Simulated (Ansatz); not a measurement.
Reaction (formal exchange of groups at the Al–O bond): `CC1=CC(C)=[O+][Al-]([OH])([OH])[O]1` + CH₄ → `CC1=CC(C)=[O+][Al-]([CH3])([OH])[O]1` + H₂O

Computed with Ansatz on PBE0-D4/def2-TZVP structures; ΔE is electronic, products minus reactants. CCSD(T)/CBS is the MP2 limit (def2-TZVPP, def2-QZVPP) plus CCSD(T) − MP2 in def2-TZVPP, frozen cores. This one scheme is used for every species. DFT in def2-TZVPP. HSE06 is defined as in plane-wave codes. Each species was taken in one conformer, which may not be the lowest.

`CC1=CC(C)=[O+][Al-]([OH])([OH])[O]1`:

Cartesian coordinates in Å:
```
C 2.398 1.329 0.617
C 1.082 0.714 0.281
C 0.917 -0.671 0.311
C -0.299 -1.292 0.027
C -0.429 -2.776 0.098
O -1.357 -0.662 -0.298
Al -1.518 1.122 -0.613
O -2.741 1.846 0.326
O -1.582 1.379 -2.295
O 0.153 1.531 -0.020
H 2.752 1.898 -0.247
H 3.145 0.589 0.897
H 2.261 2.043 1.433
H 1.762 -1.287 0.580
H 0.495 -3.260 0.408
H -1.231 -3.032 0.793
H -0.727 -3.151 -0.885
H -2.805 1.773 1.274
H -2.275 1.907 -2.685
```

CH₄:

Cartesian coordinates in Å:
```
C 0.000 0.000 0.000
H -0.081 0.286 1.048
H 1.019 0.171 -0.346
H -0.691 0.598 -0.594
H -0.248 -1.056 -0.108
```

`CC1=CC(C)=[O+][Al-]([CH3])([OH])[O]1`:

Z-matrix (Å, degrees):
```
C
C 1 1.492
H 1 1.093 2 109.0
H 1 1.093 2 109.0 3 116.3
H 1 1.088 2 112.5 3 -121.9
O 2 1.272 1 115.7 3 -57.8
C 2 1.396 1 120.5 3 122.1
Al 6 1.837 2 127.7 1 -178.6
C 7 1.396 2 122.9 1 -179.5
H 7 1.080 2 118.6 1 -0.1
O 8 1.709 6 110.3 2 110.8
O 8 1.837 6 94.0 2 -2.5
C 8 1.943 6 111.5 2 -117.5
C 9 1.492 7 120.5 2 179.5
H 11 0.954 8 124.6 6 -51.2
H 13 1.094 8 112.3 6 51.9
H 13 1.094 8 111.4 6 172.3
H 13 1.094 8 111.4 6 -68.5
H 14 1.093 9 109.0 7 -122.2
H 14 1.093 9 109.0 7 121.5
H 14 1.088 9 112.5 7 -0.3
```

H₂O:

Cartesian coordinates in Å:
```
O -0.378 -0.075 -0.054
H 0.357 -0.347 -0.609
H 0.021 0.421 0.663
```

CCSD(T)/CBS gives +141.0 kJ/mol.

(1) Another level gave +135.5 kJ/mol. Which?
A. RPA@PBE/def2-TZVPP
B. BLYP/def2-TZVPP
C. HSE06-D4/def2-TZVPP
D. HF/def2-TZVPP

Largest T1 diagnostic among the species: 0.015.

Results:

(1) C. HSE06-D4 135.5, BLYP 147.2, RPA@PBE/def2-TZVPP 140.4, HF/def2-TZVPP 159.2 kJ/mol.

Leaving LDA and LC-ωPBE aside and taking each functional with its dispersion term where it has one, the values, not all of them listed here, spread over 18.1 kJ/mol, from revPBE-D4 to BHLYP-D4. In def2-TZVPP, CCSD(T) changes the Hartree–Fock value by −16.5 kJ/mol (the triples alone add −2.3 kJ/mol) and MP2 by −14.9 kJ/mol.

CCSD(T)/CBS has its own doubt, a few kJ/mol and more with outer-core shells, so smaller differences from it don't rank the levels.
